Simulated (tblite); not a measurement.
Compound: C₈H₁₀P (charge +1).
Structure used (GFN2-xTB), in Å, numbered top down from 1:
```xyz
19
C8H10P angstrom
C      1.768   -2.481    1.205
C      1.739   -1.285    1.187
C      1.697    0.159    1.150
P      0.504    0.704   -0.144
C      0.380    2.507   -0.368
C      0.329   -0.330   -1.581
C     -0.748   -0.416   -0.779
C     -2.031   -0.975   -0.548
C     -2.778   -0.658    0.509
H      1.821   -3.529    1.250
H      2.682    0.572    0.900
H      1.380    0.566    2.117
H     -0.359    2.718   -1.139
H      1.350    2.903   -0.670
H      0.078    2.977    0.569
H      0.736   -0.699   -2.498
H     -2.371   -1.679   -1.296
H     -3.752   -1.088    0.662
H     -2.432    0.045    1.252
```

Computed values, GFN2-xTB/tblite, gas phase, harmonic and unscaled. Against measured fundamentals such values can be off by several per cent, at times by over 20. One conformer, not necessarily the lowest.

Harmonic wavenumbers (cm⁻¹): 28.5, 72.9, 88.4, 91.0, 128.1, 141.9, 152.1, 196.2, 240.8, 292.5, 326.2, 396.5, 488.2, 578.1, 651.9, 656.4, 662.6, 665.5, 696.2, 767.3, 791.8, 821.2, 852.5, 892.3, 907.5, 933.6, 961.2, 984.4, 989.1, 1054.4, 1120.5, 1166.4, 1237.8, 1304.0, 1363.1, 1370.5, 1384.1, 1392.0, 1625.9, 1675.2, 2281.9, 2904.2, 2920.9, 2981.9, 2992.4, 3008.8, 3058.0, 3087.0, 3148.5, 3157.6, 3387.5.

A = 1507, B = 1242, C = 855.0 MHz; mass 137.052 u (most abundant isotopes); point group C1, symmetry number 1.

Q: What is the zero-point energy?

A: ½Σν̃ = 31539 cm⁻¹ = 377.29 kJ/mol.

Q: What is S at 350 K and 1 bar for an ideal gas of classical rigid rotors and harmonic oscillators?

A: Translation 173.55, rotation 126.21, vibration 185.50: S = 485.3 J/(mol K).

Q: And Cp and H(350 K) − H(0)?

A: Cp = 204.79 J/(mol K), of which vibrations give 171.53 (their classical limit is 51 R = 424.0); H(350 K) − H(0) = 43.90 kJ/mol without the zero-point energy, 32.26 from vibrations.

Q: How do the functions run with temperature in this model?

A: 
```json
{"T (K)": "100", "S (J/(mol K))": "311.5", "Cp (J/(mol K))": "94.9", "H − H(0) (kJ/mol)": "6.41", "G − H(0) (kJ/mol)": "-24.74", "ln q(vib)": "2.72"}
{"T (K)": "200", "S (J/(mol K))": "390.7", "Cp (J/(mol K))": "138.3", "H − H(0) (kJ/mol)": "18.07", "G − H(0) (kJ/mol)": "-60.06", "ln q(vib)": "6.30"}
{"T (K)": "300", "S (J/(mol K))": "455.3", "Cp (J/(mol K))": "183.6", "H − H(0) (kJ/mol)": "34.18", "G − H(0) (kJ/mol)": "-102.42", "ln q(vib)": "9.63"}
{"T (K)": "500", "S (J/(mol K))": "567.5", "Cp (J/(mol K))": "256.6", "H − H(0) (kJ/mol)": "78.72", "G − H(0) (kJ/mol)": "-205.04", "ln q(vib)": "15.84"}
{"T (K)": "800", "S (J/(mol K))": "703.8", "Cp (J/(mol K))": "322.2", "H − H(0) (kJ/mol)": "166.46", "G − H(0) (kJ/mol)": "-396.56", "ln q(vib)": "24.26"}
{"T (K)": "1000", "S (J/(mol K))": "778.9", "Cp (J/(mol K))": "350.8", "H − H(0) (kJ/mol)": "233.90", "G − H(0) (kJ/mol)": "-545.00", "ln q(vib)": "29.30"}
```

q(vib) and H(0) count from the zero-point level.

Q: Which modes carry the vibrational entropy at 350 K?

A: 28.5 cm⁻¹: 26.15; 72.9 cm⁻¹: 18.36; 88.4 cm⁻¹: 16.78; 91.0 cm⁻¹: 16.54; 128.1 cm⁻¹: 13.74; 141.9 cm⁻¹: 12.91 J/(mol K); the other 45 give 81.02 together.

Hindered rotation and anharmonicity are outside this model. Other conformers, if any are populated, would add a mixing term that is left out. The structure is chiral; the term R ln 2 for an equal mix with its mirror image is left out.

Hardware: an Arm Neoverse V1 with one thread, on a shared host. This covers the Hessian and the dipole derivatives.
